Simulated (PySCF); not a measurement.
An unknown gives this computed stick spectrum. Method used: TDDFT wB97X-D/def2-SVPD, vertical, gas phase, core orbitals frozen in the response (PySCF). Geometries: PBE0-D3(BJ)/def2-SVP, one conformer each.

```
state  E (eV)      f  main configurations (H = HOMO, L = LUMO)
   S1    6.58  0.018                    H→L (75%), H→L+1 (15%)
   S2    7.41  0.015                    H→L+1 (70%), H→L (11%)
   S3    8.04  0.027                  H→L+3 (63%), H→L+2 (19%)
   S4    8.16  0.021                H-1→L (67%), H-1→L+1 (10%)
   S5    8.28  0.057   H-1→L+1 (25%), H→L+7 (23%), H→L+8 (15%)
   S6    8.38  0.133   H→L+7 (29%), H→L+6 (15%), H-1→L+1 (14%)
   S7    8.50  0.070   H-1→L+1 (26%), H→L+5 (16%), H→L+4 (12%)
   S8    8.63  0.011   H-2→L (32%), H→L+4 (14%), H-4→L+1 (10%)
   S9    8.70  0.089                H-2→L+1 (40%), H-2→L (26%)
  S10    8.74  0.011                               H→L+2 (42%)
```

Orbital energies (eV): HOMO-3 -11.18, HOMO-2 -10.98, HOMO-1 -10.47, HOMO -9.33, LUMO 1.89, LUMO+1 2.24, LUMO+2 2.62.

Task: Which candidate is it? All have the formula CH9NSi2.
A. `N[SiH2]C[SiH3]`
B. `C[SiH2][SiH2]N`
C. `[SiH3][SiH2]NC`

Result: A. Its S1, at 6.58 eV, is the highest among the candidates; the nearest of the others has S1 at 6.03 eV. S1 is HOMO→LUMO (75%), HOMO→LUMO+1 (15%). Löwdin shares by element: HOMO nitrogen 56%, hydrogen 16% or more, silicon 14% or more; LUMO silicon 45%, hydrogen 9% or more, nitrogen 8% (atoms not listed hold the other 37%). At the same level the other candidates give, for their lowest levels:
- `CN[SiH2][SiH3]`: 5.66 eV (f 0.000); 6.58 eV (f 0.018); 6.82 eV (f 0.017); 7.01 eV (f 0.039); 7.26 eV (f 0.077); T1 5.35 eV; HOMO -8.60, LUMO 1.67 eV
- `C[SiH2][SiH2]N`: 6.03 eV (f 0.007); 6.93 eV (f 0.039); 7.02 eV (f 0.022); 7.44 eV (f 0.025); 7.76 eV (f 0.105); T1 5.67 eV; HOMO -9.10, LUMO 1.53 eV

The values belong to the conformer `[NH2:1][SiH2:2][CH2:3][SiH3:4]`: N1–Si2–C3–Si4 40°, H–N1–Si2–C3 59°, H–N1–Si2–C3 -159°.
Triplets come from the Tamm–Dancoff approximation.
